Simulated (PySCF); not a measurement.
Si(H)2(OH)(OSiH3) (H₆O₂Si₂), SMILES O[SiH2]O[SiH3]. Atoms are numbered in the order given.

```xyz
10

Si     1.1245     0.2047    -0.5792
O      1.9887    -0.0500     0.8114
O     -0.4396    -0.3165    -0.4354
Si    -1.8742    -0.0206     0.3456
H      1.7050    -0.5496    -1.7242
H      1.1545     1.6743    -0.7922
H      2.1799    -0.9622     1.0479
H     -2.0413     1.4441     0.5931
H     -1.9063    -0.7427     1.6520
H     -2.9893    -0.5094    -0.5133
```

Geometry: PBE0-D3(BJ)/def2-SVP. The values are those of a single conformer.

Computed with PBE0-D3(BJ)/def2-SVP run with PySCF 2.14.0.

Frequencies are harmonic and unscaled.

| mode | ν (cm⁻¹) | IR (km/mol) | moving atoms (share of kinetic energy) |
|---|---|---|---|
| 1 | 36 | 1.6 | O 51 %, H 30 %, Si 19 % |
| 2 | 53 | 0.2 | H 80 %, O 18 % |
| 3 | 98 | 2.8 | O 47 %, Si 27 %, H 26 % |
| 4 | 252 | 72.6 | H 78 %, O 15 % |
| 5 | 347 | 86.6 | O 64 %, H 22 %, Si 14 % |
| 6 | 603 | 3.2 | Si 67 %, H 19 %, O 14 % |
| 7 | 643 | 80.2 | H 82 %, Si 13 % |
| 8 | 725 | 64.4 | H 86 %, Si 8 % |
| 9 | 734 | 32.4 | H 84 %, Si 9 % |
| 10 | 779 | 57.4 | H 85 %, O 11 % |
| 11 | 843 | 169.5 | H 56 %, O 34 %, Si 11 % |
| 12 | 901 | 42.1 | H 55 %, O 33 %, Si 13 % |
| 13 | 937 | 593.9 | H 83 %, Si 14 % |
| 14 | 947 | 50.0 | H 95 % |
| 15 | 952 | 96.6 | H 96 % |
| 16 | 973 | 190.7 | H 77 %, Si 18 % |
| 17 | 1008 | 134.9 | H 80 %, Si 16 % |
| 18 | 1104 | 384.6 | O 75 %, Si 16 %, H 9 % |
| 19 | 2230 | 100.3 | H 97 % |
| 20 | 2239 | 134.2 | H 97 % |
| 21 | 2255 | 101.9 | H 97 % |
| 22 | 2260 | 160.8 | H 97 % |
| 23 | 2280 | 123.1 | H 97 % |
| 24 | 3934 | 104.1 | H 94 % |
